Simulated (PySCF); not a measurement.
Species: dimethyldichlorosilane, C2H6Cl2Si.
SMILES: `C[Si](C)(Cl)Cl`

Jobs on this species (11 atoms, 66 electrons) with PySCF (density fitting). Hardware of each: AMD EPYC 9R45, one thread (shared host). Times come from a shared host and carry two figures at best. Peak memory is the resident size of the whole Python process, interpreter and libraries included.

```
                  level and settings                                                                        work  basis functions  SCF cycles  wall time  peak memory
                       PBE0/pcSseg-2  shieldings, charges and field gradients, density and orbital grids written              285           ?          ?            ?
   WP04/pcSseg-2, IEF-PCM chloroform                                                                  shieldings              285           ?          ?            ?
                    wB97X-D/pcSseg-2                                                                  shieldings              285           ?          ?            ?
                      B97-2/pcSseg-2                                                                  shieldings              285          12       20 s      1.1 GiB
wB97X-D/pcSseg-2, IEF-PCM chloroform                                                                  shieldings              285          12       26 s      1.3 GiB
 PBE0-D3(BJ)/def2-TZVP, grid level 2                geometry optimisation from a GFN2-xTB start shaken at random              209          67       99 s     0.81 GiB
                        KT3/pcSseg-2                                                                  shieldings              285          14       32 s     0.89 GiB
```

**Question.** Fill in the missing figures.

**Answer.** 
- PBE0/pcSseg-2; shieldings, charges and field gradients, density and orbital grids written: 28 s, 1.1 GiB, 12 SCF cycles
- WP04/pcSseg-2, IEF-PCM chloroform; shieldings: 20 s, 1.2 GiB, 13 SCF cycles
- wB97X-D/pcSseg-2; shieldings: 27 s, 1.3 GiB, 13 SCF cycles

**Question.** What do all jobs in the table cost together?

**Answer.** About 4.2 min; the longest takes about 39 % of that, and about 5 times as long as the shortest.
